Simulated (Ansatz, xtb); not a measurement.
The molecule TiO, multiplicity 3 (the spin of the measured ground state). No spin–orbit coupling. Ti is treated without relativity.

The constants come from a fifth-degree fit in 1/R (seven points, main isotopes). In def2 and cc sets the state is the lowest found near the PBE0 minimum, followed along R.

Run with Ansatz (an electronic-structure program); xtb for the GFN methods.  The GFN methods have no spin term and hold the electronic entropy of 300 K.

D_e counts from each atom's lowest state at the same level, without counterpoise or zero-point energy.

```
level                 r_e (Å)  ω_e (cm⁻¹)  ω_e x_e (cm⁻¹)  D_e (eV)  dipole (D)
--------------------  -------  ----------  --------------  --------  ----------
GFN2-xTB                1.678         702             8.5         -           -
SVWN5/def2-TZVPP        1.595        1058             4.4      9.14        3.23
B97M-V/def2-TZVPP       1.609        1032             4.6      7.03        3.66
B3LYP/def2-TZVPP        1.610        1046             4.2      6.97        3.65
PBE0/def2-TZVPP         1.597         [?]             4.3      6.96        3.46
CAM-B3LYP/def2-TZVPP    1.599        1077             4.0      6.83        3.69
wB97X-V/def2-TZVPP      1.596        1087             3.9      6.87        3.44
wB97M-V/def2-TZVPP        [?]         [?]             3.9      6.62        3.45
```

Task: What belongs in the gaps?

Result: 
- wB97M-V/def2-TZVPP, r_e (Å): 1.598
- wB97M-V/def2-TZVPP, ω_e (cm⁻¹): 1081
- PBE0/def2-TZVPP, ω_e (cm⁻¹): 1070

Measured for the ground state: r_e 1.6202 Å, ω_e 1009 cm-1, ω_e x_e 4.498 cm-1, B_e 0.53541 cm-1, α_e 0.00301 cm-1 [Huber and Herzberg (1979), NIST Chemistry WebBook]. D_0 6.869 ± 0.058 eV (a handbook's tabulated 298 K bond energy less 3RT/2; such tables hold older values) [Luo, bond dissociation energies, CRC Handbook]. dipole 3.34 D [compilation of Liu, Meijer and Pérez-Ríos].
